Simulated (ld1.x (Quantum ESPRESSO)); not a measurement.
# iodine (I), ultrasoft: configuration errors across variants

ld1.x (Quantum ESPRESSO) 7.5 input, shortened:

```
&input
   title='I', zed=53., rel=2, dft='PZ', iswitch=3,
   config='[Kr] 4d10 5s2 5p4 5d-2', rel_dist='average'
 /
 &inputp
   pseudotype=3, tm=.true., lloc=-1, rcloc=1.45,
   nlcc=.false.
 /
6
5S  1  0   2.00   0.00  1.30  1.85  0.0
5S  1  0   0.00  -0.65  1.30  1.85  0.0
5P  2  1   4.00   0.00  1.65  2.00  0.0
5P  2  1   0.00   1.60  1.65  2.00  0.0
5D  3  2  -2.00   0.30  1.75  1.95  0.0
5D  3  2  -2.00   2.90  1.75  1.95  0.0
 &test
   configts(1)='5s2 5p4'
 /
```

Open shells are filled in proportion to 2j + 1 (rel_dist='average').

All-electron excitation energies from the reference (eV): (1) 5s2 5p5 -11.333; (2) 5s2 5p3 20.095; (3) 5s2 5p2 49.744; (4) 5s1 5p6 -0.869; (5) 5s2 5p1 89.587; (6) 5s1 5p5 11.020; (7) 5s2 5p4.5 -6.704.

The overlap operator is not positive definite (basis up to 400 Ry) in “wave 5s channel at -0.65 Ry: rcut 1.30, rcutus 1.85 bohr becomes 5s channel at 2.71 Ry: rcut 1.30, rcutus 1.85 bohr”. Such files are unfit for use, however small their errors in these radial tests.

3 further variants failed, have other tests or another functional or relativity, and are left out.

A true bound ghost makes a file unfit for plane-wave use even where its test errors are small: the radial tests pick states by their node count and pass the ghost by.

Errors AE − PS in meV (a dash: test not solved or not reliable):

| change | (1) | (2) | (3) | (4) | (5) | (6) | (7) | bound ghosts |
| --- | --- | --- | --- | --- | --- | --- | --- | --- |
| base | +3.1 | +6.8 | +40 | +19 | +137 | +13 | +1.0 | s, d5/2 |
| core correction a·sin(br)/r model core inside 1.62 bohr | -1.7 | -5.2 | -31 | -10 | -98 | -15 | -0.6 | s, d5/2 |
| local potential all-electron potential smoothed inside 1.80 bohr (lloc = -1) | +3.1 | +6.9 | +41 | +19 | +139 | +14 | +1.0 | none |
| waves 5d channel at 0.3 Ry: rcut 1.62, rcutus 1.72 bohr; 5d channel at 2.9 Ry: rcut 1.62, rcutus 1.72 bohr | +3.1 | +6.8 | +40 | +19 | +137 | +13 | +1.0 | s, d3/2, d5/2 |
| waves 5s (bound): rcut 1.30, rcutus 2.84 bohr; 5s channel at -0.65 Ry: rcut 1.30, rcutus 2.84 bohr | +2.4 | +4.6 | +27 | +19 | +91 | +14 | +0.8 | s, d5/2 |
| wave 5s channel at -0.65 Ry: rcut 1.30, rcutus 1.85 bohr becomes 5s channel at 2.71 Ry: rcut 1.30, rcutus 1.85 bohr | +1.7 | +4.2 | +27 | +19 | +101 | +12 | +0.6 | d5/2 (s not tested, overlap not positive) |
| local potential all-electron potential smoothed inside 1.20 bohr (lloc = -1) | – | – | – | – | – | – | – | s, d5/2, d3/2, p3/2 |
| waves 5p (bound): rcut 1.65, rcutus 2.10 bohr; 5p channel at 1.6 Ry: rcut 1.65, rcutus 2.10 bohr | +3.1 | +6.8 | +40 | +19 | +137 | +13 | +1.0 | s, d5/2 |
| core correction a·sin(br)/r model core inside 2.24 bohr | +0.2 | +0.4 | +4.9 | +11 | +26 | +7.4 | +0.1 | s, d5/2 |

Q: Give the same row for: all radii scaled by about 1.25 (s 2.30, p 2.50, d 2.44 bohr, rcut 1.62/2.06/2.18); local potential all-electron potential smoothed inside 1.80 bohr (lloc = -1).

A: –, –, –, –, –, –, –; bound ghosts: not determined.
